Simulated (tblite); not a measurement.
Species: C9H7ClO.
Structure used (GFN2-xTB), in Å, numbered top down from 1:
```xyz
18
C9H7ClO angstrom
C      2.2737   -0.7221    1.0485
C      1.6048   -0.1616    0.0399
C      2.3729    0.3545   -1.1053
O      3.5523    0.3375   -1.2535
Cl     1.3391    1.0641   -2.3569
C      0.1287   -0.0386    0.0240
C     -0.6506   -1.0514   -0.5213
C     -2.0290   -0.9339   -0.5365
C     -2.6371    0.1920   -0.0072
C     -1.8637    1.2017    0.5402
C     -0.4849    1.0880    0.5574
H      1.7616   -1.1163    1.9097
H      3.3484   -0.7948    1.0269
H     -0.1708   -1.9267   -0.9346
H     -2.6296   -1.7235   -0.9631
H     -3.7130    0.2832   -0.0227
H     -2.3347    2.0807    0.9547
H      0.1233    1.8736    0.9813
```

Computed values, GFN2-xTB/tblite, gas phase, harmonic and unscaled. This tight-binding method is rough: wavenumbers can miss measured ones by several per cent, in bad cases by 10 to 20. One conformer, not necessarily the lowest. The optimisation stopped once no atom felt more than 0.01 eV/Å.

Lowest wavenumbers of the output (negative numbers stand for imaginary wavenumbers):
```
mode    cm-1
  1     -40.7
  2      29.5
  3      74.2
  4     147.6
  5     197.8
  6     285.7
  7     325.9
  8     366.0
```

**Question.** Is this structure a minimum?

**Answer.** Not by this Hessian. 1 mode is imaginary beyond 20i (41i cm⁻¹), so at this level the point lies at or near a first-order saddle. The curvature is small, so loose convergence or finite differences may be the whole cause.

**Question.** Which atoms move in the imaginary mode?

**Answer.** 41i: C1 (terminal =CH2 carbon) 20 %, C11 (aromatic CH carbon) 12 %, C7 (aromatic CH carbon) 12 %, C8 (aromatic CH carbon) 11 %. These are shares of the mass-weighted motion.

**Question.** What is the remedy?

**Answer.** Step along that mode in both directions, optimise again with tighter thresholds and repeat the frequencies. The zero-point energy of this point (81.1 kcal/mol) counts the 47 real modes alone, and thermal corrections from it aren't those of a minimum.
